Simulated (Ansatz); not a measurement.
CH₇AlBNSi (`B/C=[N]\[AlH][SiH3]`). Charge 0, multiplicity 1. Geometry: relaxed with PBE0-D4/def2-TZVP. It is one conformer, not always the lowest.

```xyz
12

B    -1.522   -0.447   -0.827
C    -1.662   -1.596    0.189
N    -1.018   -0.737    0.832
Al   -0.163    0.871    0.677
Si    2.189    0.665    0.060
H    -2.407    0.358   -0.922
H    -0.599   -0.493   -1.599
H    -1.988   -2.579    0.522
H    -0.946    2.089    1.304
H     2.541    1.635   -1.015
H     2.487   -0.706   -0.438
H     3.089    0.941    1.217
```

What is the dipole moment at ωB97M-V/def2-TZVPP? (Estimate.)

Ansatz gave: 1.58 D, with components (-0.38, -1.23, 0.91) D in this frame, pointing from negative to positive charge.

And with PBE, r2SCAN, B3LYP? (Estimate.)

Ansatz gave: PBE 1.55 D, r2SCAN 1.60 D, B3LYP 1.51 D.

Give the Mulliken charges with ωB97M-V, r2SCAN, PBE in def2-TZVPP. (Best estimate.)

Ansatz gave: 
| atom | ωB97M-V | r2SCAN | PBE |
| --- | --- | --- | --- |
| B1 | -0.34 | -0.10 | -0.19 |
| C2 | 0.03 | 0.03 | 0.00 |
| N3 | -0.22 | -0.23 | -0.13 |
| Al4 | 0.39 | 0.46 | 0.36 |
| Si5 | -0.06 | 0.04 | -0.01 |
| H6 | 0.10 | 0.01 | 0.02 |
| H7 | 0.10 | 0.01 | 0.03 |
| H8 | 0.16 | 0.10 | 0.13 |
| H9 | -0.10 | -0.14 | -0.10 |
| H10 | -0.02 | -0.06 | -0.04 |
| H11 | -0.02 | -0.06 | -0.04 |
| H12 | -0.02 | -0.07 | -0.04 |

B3LYP here is the variant with VWN-RPA as its local correlation; programs differ in this.
